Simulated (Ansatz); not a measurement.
Gas-phase electronic energies from Ansatz, PBE0-D4/def2-TZVP geometries. CCSD(T)/CBS adds triple-zeta CCSD(T) − MP2 to the extrapolated MP2 energy (def2 sets, frozen cores). This one scheme is used for every species. Functionals use def2-TZVPP. For Se outer-core shells are correlated without core-valence functions, which leaves a few kJ/mol of doubt a bond. Scalar relativity is left out up to krypton. One conformer a species, not always the lowest.

Consider the formal exchange of groups at a C–F bond: `C=C(F)[SeH]` + CH₃OH → `C=C([SeH])CO` + H–F.

(1) Is it downhill or uphill in electronic energy at CCSD(T)/CBS, and by how much? (Estimate.)

(2) What do these levels give: LDA (SPW92), r2SCAN0-D4, ωB97X-V, ωB97M-V, B2PLYP, revPBE, r2SCAN, BHLYP, CCSD/def2-SVP, HF/def2-TZVPP, CCSD/def2-TZVPP, SCS-MP2/def2-QZVPP? (Estimate.)

(3) What do rigid-rotor, harmonic-oscillator terms from PBE0-D4/def2-TZVP frequencies (298.15 K, 1 bar) make of the CCSD(T)/CBS value? (Best estimate.)

Largest T1 diagnostic among the species: 0.011.

## Answers

(1) Ansatz gave: Downhill: ΔE = -15.7 kcal/mol.

(2) Ansatz gave: LDA (SPW92) -12.0, r2SCAN0-D4 -12.3, ωB97X-V -11.0, ωB97M-V -11.7, B2PLYP -11.4, revPBE -7.6, r2SCAN -10.1, BHLYP -10.0, CCSD/def2-SVP -11.7, HF/def2-TZVPP -9.4, CCSD/def2-TZVPP -14.2, SCS-MP2/def2-QZVPP -15.6 kcal/mol.

(3) Ansatz gave: ΔZPE = -0.8 kcal/mol, ΔH = -15.8 kcal/mol, ΔS = -22 J/(mol·K), ΔG = -14.2 kcal/mol.

In def2-TZVPP, CCSD(T) changes the Hartree–Fock value by −5.2 kcal/mol (the triples alone add −0.5 kcal/mol) and MP2 by −8.1 kcal/mol. Leaving LDA and LC-ωPBE aside and taking each functional with its dispersion term where it has one, the values, not all of them listed here, spread over 4.9 kcal/mol, from PBE-QIDH to BLYP-D4. LDA lies −3.0 kcal/mol from PBE without D4.
